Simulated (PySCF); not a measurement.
iodoethane (C2H5I), singlet, at a GFN2-xTB geometry (core potentials on I), with bond 4-1 at 1.3 times its length; BLYP/def2-SVP (PySCF).

Here is a job for PySCF.
```python
from pyscf import gto, scf, dft

mol = gto.Mole()
mol.atom = '''
    C    -2.412823   -0.334392   -0.197349
    C    -1.092972   -1.035023   -0.421310
    I     0.589374    0.225239    0.102135
    H    -2.573415    0.027778    1.160575
    H    -3.226176   -1.005025   -0.473460
    H    -2.487228    0.564973   -0.805280
    H    -1.000851   -1.924774    0.196018
    H    -0.951449   -1.300541   -1.465680
'''
mol.basis = 'def2-svp'
mol.ecp = {'I': 'def2-svp'}
mol.charge = 0
mol.spin = 0
mol.verbose = 4
mol.build()

mf = dft.RKS(mol)
mf.xc = 'blyp'
mf.DIIS = scf.EDIIS
mf.kernel()
mf.analyze()
```

Problem. What does PySCF print? Leave out banner, timings and long lists.

Solution. 
```
PySCF version 2.14.0

[INPUT] verbose = 4
[INPUT] num. atoms = 8
[INPUT] num. electrons = 42
[INPUT] charge = 0
[INPUT] spin (= nelec alpha-beta = 2S) = 0
[INPUT] symmetry False subgroup None
[INPUT] Mole.unit = angstrom
[INPUT] Symbol           X                Y                Z      unit          X                Y                Z       unit  Magmom
[...]
nuclear repulsion = 119.742667681393
number of shells = 37
number of NR pGTOs = 144
number of NR cGTOs = 79
basis = def2-svp
ecp = {'I': 'def2-svp'}

******** <class 'pyscf.dft.rks.RKS'> ********
method = RKS
initial guess = minao
damping factor = 0
level_shift factor = 0
DIIS = <class 'pyscf.scf.diis.EDIIS'>
diis_start_cycle = 1
diis_space = 8
diis_damp = 0
SCF conv_tol = 1e-09
SCF conv_tol_grad = None
SCF max_cycles = 50
direct_scf = True
direct_scf_tol = 1e-13
XC library pyscf.dft.libxc version 7.1.2
    S. Lehtola, C. Steigemann, M. J. T. Oliveira, and M. A. L. Marques,  SoftwareX 7, 1–5 (2018)
XC functionals = blyp
    A. D. Becke,  Phys. Rev. A 38, 3098 (1988)
    C. Lee, W. Yang, and R. G. Parr,  Phys. Rev. B 37, 785 (1988)
    B. Miehlich, A. Savin, H. Stoll, and H. Preuss,  Chem. Phys. Lett. 157, 200 (1989)
radial grids:
    Treutler-Ahlrichs [JCP 102, 346 (1995); DOI:10.1063/1.469408] (M4) radial grids

becke partition: Becke, JCP 88, 2547 (1988); DOI:10.1063/1.454033
pruning grids: <function nwchem_prune>
grids dens level: 3
symmetrized grids: False
atomic radii adjust function: <function treutler_atomic_radii_adjust>
small_rho_cutoff = 0
Set gradient conv threshold to 3.16228e-05
Initial guess from minao.
tot grids = 99240
init E= -345.748238879295
[...]
cycle= 1 E= -373.598238498916  delta_E= -27.8  |g|= 3.57  |ddm|= 9.13
[...]
cycle= 2 E= -362.711609607365  delta_E= 10.9  |g|= 5.47  |ddm|= 18.4
[...]
cycle= 3 E= -369.635029140499  delta_E= -6.92  |g|= 3.15  |ddm|= 26.6
[...]
cycle= 4 E= -375.313375470111  delta_E= -5.68  |g|= 1.87  |ddm|= 19.5
[...]
cycle= 5 E= -375.313375476222  delta_E= -6.11e-09  |g|= 1.87  |ddm|= 1.15e-08
[...]
cycle= 6 E= -375.313375498315  delta_E= -2.21e-08  |g|= 1.87  |ddm|= 4.15e-08
[...]
cycle= 7 E= -375.313375509798  delta_E= -1.15e-08  |g|= 1.87  |ddm|= 2.16e-08
[...]
cycle= 8 E= -375.313375472274  delta_E= 3.75e-08  |g|= 1.87  |ddm|= 7.05e-08
[...]
cycle= 9 E= -375.313375459754  delta_E= 1.25e-08  |g|= 1.87  |ddm|= 2.35e-08
[...]
cycle= 10 E= -375.313375487501  delta_E= -2.77e-08  |g|= 1.87  |ddm|= 5.22e-08
[...]
[...]
[...]
cycle= 27 E= -373.076870627173  delta_E= 2.95e-09  |g|= 3.03  |ddm|= 5.44e-09
[...]
cycle= 28 E= -373.076870670851  delta_E= -4.37e-08  |g|= 3.03  |ddm|= 8.06e-08
[...]
cycle= 29 E= -344.149590242666  delta_E= 28.9  |g|= 7.52  |ddm|= 26.6
[...]
cycle= 30 E= -356.232830955497  delta_E= -12.1  |g|=  5.1  |ddm|= 31.9
[...]
cycle= 31 E= -364.323192815507  delta_E= -8.09  |g|= 5.35  |ddm|= 20.9
[...]
cycle= 32 E= -368.525377378566  delta_E= -4.2  |g|= 4.32  |ddm|= 5.52
[...]
cycle= 33 E= -368.52537737827  delta_E= 2.96e-10  |g|= 4.32  |ddm|= 1.36e-09
[...]
cycle= 34 E= -368.52537737913  delta_E= -8.59e-10  |g|= 4.32  |ddm|= 1.09e-09
[...]
cycle= 35 E= -368.525377378605  delta_E= 5.25e-10  |g|= 4.32  |ddm|= 3.41e-09
[...]
cycle= 36 E= -368.525377368895  delta_E= 9.71e-09  |g|= 4.32  |ddm|= 1.08e-08
[...]
cycle= 37 E= -368.525377405834  delta_E= -3.69e-08  |g|= 4.32  |ddm|= 3.4e-08
[...]
cycle= 38 E= -333.32409506704  delta_E= 35.2  |g|= 7.64  |ddm|= 23.8
[...]
cycle= 39 E= -345.955247662067  delta_E= -12.6  |g|= 6.01  |ddm|= 29.6
[...]
cycle= 40 E= -350.51160869371  delta_E= -4.56  |g|= 7.54  |ddm|= 31.4
[...]
cycle= 41 E= -373.125979437588  delta_E= -22.6  |g|= 3.03  |ddm|= 25.4
[...]
cycle= 42 E= -373.125978858781  delta_E= 5.79e-07  |g|= 3.03  |ddm|= 1.22e-06
[...]
cycle= 43 E= -373.12597885917  delta_E= -3.89e-10  |g|= 3.03  |ddm|= 8.23e-10
[...]
cycle= 44 E= -373.125978864128  delta_E= -4.96e-09  |g|= 3.03  |ddm|= 9.58e-09
[...]
cycle= 45 E= -373.125978853892  delta_E= 1.02e-08  |g|= 3.03  |ddm|= 1.96e-08
[...]
cycle= 46 E= -373.125978428476  delta_E= 4.25e-07  |g|= 3.03  |ddm|= 9.59e-07
[...]
cycle= 47 E= -331.770669078361  delta_E= 41.4  |g|= 7.93  |ddm|= 21.7
[...]
cycle= 48 E= -333.66261180684  delta_E= -1.89  |g|= 4.91  |ddm|= 28.4
[...]
cycle= 49 E= -342.051607821583  delta_E= -8.39  |g|= 8.38  |ddm|= 33.9
[...]
cycle= 50 E= -375.567091826775  delta_E= -33.5  |g|= 2.05  |ddm|= 28.1
SCF not converged.
SCF energy = -375.567091826775
**** SCF Summaries ****
Total Energy =                        -375.567091826775425
Nuclear Repulsion Energy =             119.742667681392831
One-electron Energy =                 -865.834307329401895
Two-electron Energy =                  370.524547821233625
Two-electron Coulomb Energy =          405.565828644414921
DFT Exchange-Correlation Energy =      -35.041280823181310
HOMO-LUMO gap [eV] =                     2.499051505682035
**** MO energy ****
[...]
Dipole moment(X, Y, Z, Debye):  1.64266,  6.22904,  2.27352
```

The run did not converge; its last values are not results.
